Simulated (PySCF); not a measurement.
Species: hexanal, C6H12O.
Bonds: C1–C2, C2–C3, C3–C4, C4–C5, C5–C6, C6–O7 (double). Hydrogens: H8, H9, H10 on C1; H11, H12 on C2; H13, H14 on C3; H15, H16 on C4; H17, H18 on C5; H19 on C6.

Method used: PBE0-D3(BJ)/def2-TZVP geometry optimisation, gas phase in PySCF.

(1) What internal coordinates does the optimisation give?

## Answers

(1) 
| bond | length (Å) | order |
| --- | --- | --- |
| C1–C2 | 1.518 | single |
| C2–C3 | 1.520 | single |
| C3–C4 | 1.519 | single |
| C4–C5 | 1.514 | single |
| C5–C6 | 1.497 | single |
| C6=O7 | 1.201 | double |
| C1–H8, C1–H9, C1–H10 | 1.093 | single |
| C2–H11, C2–H12 | 1.096 | single |
| C3–H13, C3–H14 | 1.097 | single |
| C4–H15, C4–H16 | 1.094 | single |
| C5–H17, C5–H18 | 1.099 | single |
| C6–H19 | 1.113 | single |

Bonds in one row agree within 0.01 Å and their mean is given. Orders are formal, as drawn. A selection of angles:
| angle | degrees |
| --- | --- |
| C2–C1–H8 | 111.1 |
| H8–C1–H9 | 107.7 |
| C1–C2–C3 | 113.0 |
| C1–C2–H11 | 109.7 |
| C3–C2–H11 | 109.1 |
| H11–C2–H12 | 105.9 |
| C2–C3–C4 | 113.2 |
| C2–C3–H13 | 109.2 |
| C4–C3–H13 | 109.5 |
| H13–C3–H14 | 105.9 |
| C3–C4–C5 | 112.8 |
| C3–C4–H15 | 109.9 |
| C5–C4–H15 | 109.1 |
| H15–C4–H16 | 105.5 |
| C4–C5–C6 | 114.9 |
| C4–C5–H17 | 111.6 |
| C6–C5–H17 | 107.0 |
| H17–C5–H18 | 104.4 |
| C5–C6–O7 | 125.0 |
| C5–C6–H19 | 114.7 |
| O7–C6–H19 | 120.3 |

Torsions: C1–C2–C3–C4 179° (antiperiplanar); C2–C3–C4–C5 180° (antiperiplanar); C3–C4–C5–C6 -178° (antiperiplanar); C4–C5–C6–O7 1° (synperiplanar).

Of the pairs four or more bonds apart, O7···H16 is among the closest relative to their van der Waals radii: 2.76 Å, 101 % of the sum of Bondi's values. The C–C distances run from 1.497 Å (C5–C6, drawn single) to 1.520 Å (C2–C3, drawn single), a spread of 0.023 Å. The 7 heavy atoms lie in one plane (0.012 Å rms).

PBE0-D3(BJ)/def2-TZVP frequencies: not computed here. The numbers are those of one conformer.
